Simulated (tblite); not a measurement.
**Question.** Give a GFN2-xTB geometry of `N#CCP1(=O)CCSCC1`.

**Answer.** 
```
atom  x, y, z in Å
N1    -2.4568    0.0097    2.4849
C2    -2.4153    0.1625    1.3526
C3    -2.3212    0.3474   -0.0614
P4    -0.5714    0.1786   -0.6560
O5    -0.4528    0.3656   -2.1047
C6    -0.0118   -1.4700   -0.0679
C7     1.4764   -1.5734   -0.3548
S8     2.4398   -0.4488    0.7017
C9     1.8693    1.1410    0.0266
C10    0.4014    1.3832    0.3336
H11   -2.6686    1.3450   -0.3473
H12   -2.9195   -0.3995   -0.5923
H13   -0.5571   -2.2257   -0.6426
H14   -0.2172   -1.6054    0.9947
H15    1.6849   -1.3210   -1.3971
H16    1.8577   -2.5720   -0.1410
H17    2.5055    1.8975    0.4862
H18    2.0393    1.1313   -1.0526
H19    0.1113    2.3870    0.0066
H20    0.2008    1.2777    1.4004
```

Any rigid rotation of these coordinates is as good. Atoms count from 1 in this order. Of the pairs four or more bonds apart, C2···H14 is among the closest relative to their van der Waals radii: 2.84 Å, 98 % of the sum of Bondi's values. P4 (phosphoryl phosphorus) is distorted tetrahedral (angles from 104.8° to 114.0°). The 6-membered ring P4–C6–C7–S8–C9–C10 has internal angles of 99.1° to 111.6° (sum 642°, against 720° for a flat polygon); it is puckered, 0.32 Å rms from its mean plane, widest ring torsion 69°. The 3 C–C bonds span 1.429 Å (C2–C3, drawn single) to 1.519 Å (C6–C7, drawn single), a spread of 0.090 Å.

Bonds between heavy atoms (Å): N1≡C2 1.143, C2–C3 1.429, C3–P4 1.856, P4=O5 1.466, P4–C6 1.838, C6–C7 1.519, C7–S8 1.819, S8–C9 1.819, C9–C10 1.519, P4–C10 1.838.

The geometry is computed with GFN2-xTB (gas phase).

Point group: Cs (every atom within 0.08 Å of its image). Its GFN2-xTB frequencies are all real (lowest 49 cm⁻¹). One conformer, not necessarily the lowest (C2–C3–P4–O5 180°, C3–P4–C6–C7 -172°, P4–C6–C7–S8 69°, C6–C7–S8–C9 -67°, C7–S8–C9–C10 67°). 3 starts were optimised and ended at 0.00, 4.11 and 6.00 kcal/mol (GFN2-xTB); the lowest of these is shown.

The run took 0.24 s on one thread of an Intel Xeon Gold 6455B, on a shared host. This is the geometry optimisation.
